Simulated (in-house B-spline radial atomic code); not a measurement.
**KLI/ALDAx excitations of Tl+**

Method: KLI/ALDAx. Computed with an all-electron radial atomic-structure program (B-spline basis): linear response of the closed shell [Xe] 4f14 5d10 6s2 with the adiabatic LDA exchange kernel on the exchange-only KLI potential; scalar-relativistic (spin-free one-electron X2C), finite nucleus, no spin-orbit coupling, no double excitations, S, P, D and F terms only; shells from n = 4 respond. Only terms of natural parity with L up to 3 were computed.

Spin-orbit coupling is strong here, so these LS terms don't match observed levels.

Command:
```bash
python run_td.py task.json out
```
Settings (radii: box in bohr, nucleus in fm):
```
Z                        81
electrons                80
configuration            [Xe] 4f14 5d10 6s2
hamiltonian              x2c
method                   kli
box_radius               41.61
rms_radius               5.4759
intervals                108
```

Time taken, with all properties: 11 s on 1 thread of Arm Neoverse N1, on a shared host.

The lowest states, in the order of their Tamm-Dancoff energies; the method's threshold (minus the highest occupied level) is 18.837 eV. Labels give the largest channel, * marks a mixed state, and oscillator strengths are full-response dipole values. Measured ¹D terms are left out, since they can mix with doubly excited terms. Semilocal kernels can invert the small singlet-triplet splittings of Rydberg terms. Energies in eV:

```json
{"state": "6s → 6p 3P", "full response": "6.815", "Tamm-Dancoff": "6.921", "oscillator strength": "-", "measured (J-weighted term)": "7.098"}
{"state": "6s → 6p 1P", "full response": "8.963", "Tamm-Dancoff": "9.234", "oscillator strength": "1.34", "measured (J-weighted term)": "9.381"}
{"state": "6s → 7s 3S", "full response": "?", "Tamm-Dancoff": "?", "oscillator strength": "-", "measured (J-weighted term)": "?"}
{"state": "6s → 7s 1S", "full response": "?", "Tamm-Dancoff": "?", "oscillator strength": "-", "measured (J-weighted term)": "?"}
{"state": "6s → 6d 3D", "full response": "13.065", "Tamm-Dancoff": "13.076", "oscillator strength": "-", "measured (J-weighted term)": "14.452"}
{"state": "6s → 6d 1D", "full response": "13.305", "Tamm-Dancoff": "13.309", "oscillator strength": "-", "measured (J-weighted term)": "-"}
{"state": "6s → 7p 3P", "full response": "13.550", "Tamm-Dancoff": "13.569", "oscillator strength": "-", "measured (J-weighted term)": "14.992"}
{"state": "6s → 7p 1P", "full response": "13.837", "Tamm-Dancoff": "13.859", "oscillator strength": "0.00102", "measured (J-weighted term)": "-"}
{"state": "5d → 6p 3P", "full response": "14.219", "Tamm-Dancoff": "14.240", "oscillator strength": "-", "measured (J-weighted term)": "-"}
{"state": "5d → 6p 3F", "full response": "14.271", "Tamm-Dancoff": "14.288", "oscillator strength": "-", "measured (J-weighted term)": "-"}
```

(1) Where does 6s → 7s 1S lie?

(2) Where does 6s → 7s 3S lie?

(3) How large is the singlet-triplet splitting of 6s → 6p (P terms) in Tamm-Dancoff?

(4) What polarisabilities and dispersion coefficient does the method give?

Results:

(1) At 12.175 eV in full response, 12.196 eV in Tamm-Dancoff; measured 13.390 eV.

(2) At 11.709 eV in full response, 11.717 eV in Tamm-Dancoff; measured 13.047 eV.

(3) 2.31 eV, from the unrounded values.

(4) Dipole 20.34 bohr³, quadrupole 101.6 bohr⁵, C6 162.9 hartree·bohr⁶ for two such species.
